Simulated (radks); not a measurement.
The numbers below are computed, except where a source is named.
Species: Sr XXIV. Configuration: [Ne] 3s2 3p3.

Level of theory: Dirac Kohn-Sham, OLYP, spin-unpolarised, spherical densities, finite nucleus; open shells fill j = l - 1/2 first; Fermi nuclear charge, rms radius 4.224 fm (a radial shooting solver on a logarithmic mesh with Libxc functionals).

Energy parts (eV):
total: -77348.838
kinetic: 79983.468
electron-nucleus: -170007.511
Hartree: 14671.162
exchange-correlation: -1995.957

Orbitals (lengths in bohr, moments of r in powers of bohr; r(90%) holds 90 % of the orbital's charge):
| orbital | occ. | eigenvalue (eV) | <r^4> | r(90%) |
|---|---|---|---|---|
| 1s1/2 | 2 | -16955.45 | 0.00001103 | 0.0701 |
| 2s1/2 | 2 | -3153.377 | 0.001979 | 0.262 |
| 2p1/2 | 2 | -2968.962 | 0.001325 | 0.237 |
| 2p3/2 | 4 | -2899.039 | 0.001446 | 0.242 |
| 3s1/2 | 2 | -1148.592 | 0.06340 | 0.621 |
| 3p1/2 | 2 | -1084.349 | 0.05898 | 0.612 |
| 3p3/2 | 1 | -1068.711 | 0.06238 | 0.620 |
| 3d3/2 | 0 | -972.2308 | 0.04386 | 0.572 |
| 3d5/2 | 0 | -968.8269 | 0.04459 | 0.574 |
| 4s1/2 | 0 | -588.5020 | 0.8190 | 1.17 |
| 4p1/2 | 0 | -562.2643 | 0.8340 | 1.18 |
| 4p3/2 | 0 | -556.8641 | 0.8669 | 1.19 |
| 4f5/2 | 0 | -487.8903 | 0.5251 | 1.06 |
| 4f7/2 | 0 | -487.4859 | 0.5276 | 1.07 |

The highest occupied level is 3p3/2 at -1068.7 eV. Summed over all electrons, <r^2> = 1.244 bohr^2, which gives a Langevin (diamagnetic) susceptibility term of -0.986 x 10^-6 cm^3/mol. The density falls to 0.001 e/bohr^3 at r = 1.13 bohr. The electron density at the nucleus is 6.133e+04 e/bohr^3. For comparison, the ionisation energy in NIST's Atomic Spectra Database is 1105 eV (semi-empirical). In exact Kohn-Sham theory the highest level is minus the ionisation energy, but local and semilocal functionals leave it too shallow, through self-interaction and a potential that decays too fast; potentials with the right tail come closer.

Beside tabulated values, note that spin-unpolarised runs miss the spin-polarisation part of the exchange energy of open shells.
